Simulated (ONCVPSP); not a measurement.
# Cutoff test, phosphorus, ONCV

```
Element                 : phosphorus (P)
Generator               : ONCVPSP 4.0.1
Type                    : optimised norm-conserving Vanderbilt (ONCV)
Functional              : PBEsol
Relativity              : scalar-relativistic
Frozen core             : [He]
Valence charge          : 13
Reference configuration : 2s2 2p6 3s2 3p3
Partial waves           : 2s+3s: rc 0.70 bohr, ncon 4, nbas 7, qcut 22.4 1/bohr, 2 projectors; 2p+3p: rc 1.00 bohr, ncon 4, nbas 7, qcut 16.7 1/bohr, 2 projectors; d scattering state at 0.04 Ha: rc 1.05 bohr, ncon 4, nbas 7, qcut 8.3 1/bohr, 1 projector
Local potential         : polynomial inside 0.55 bohr (lpopt 5, dvloc0 1 Ha)
Core correction         : none
```

**Question.** For each optimised wave give the share of its norm inside rc, the residual kinetic energy above qcut (Ha) and the cutoffs (Ha) for errors of 10, 1, 0.1 and 0.01 mHa per electron.

**Answer.**

| wave | norm inside rc | residual KE | 10 mHa | 1 mHa | 0.1 mHa | 0.01 mHa |
| --- | --- | --- | --- | --- | --- | --- |
| 2s | 0.813 | 4.1e-08 | 106.5 | 143.5 | 174.2 | 200.4 |
| 3s | 0.039 | 1.0e-08 | 67.6 | 114.9 | 150.2 | 179.7 |
| 2p | 0.962 | 7.3e-08 | 81.5 | 97.6 | 110.7 | 121.3 |
| 3p | 0.046 | 1.5e-07 | 66.4 | 87.9 | 105.6 | 119.5 |
| d projector 1 | 0.000 | 3.8e-06 | 0.4 | 4.3 | 15.6 | 29.0 |

The occupied waves need 143 Ha and 174 Ha for 1 and 0.1 mHa. Rows with under 1 % of the norm inside rc give no meaningful cutoff.
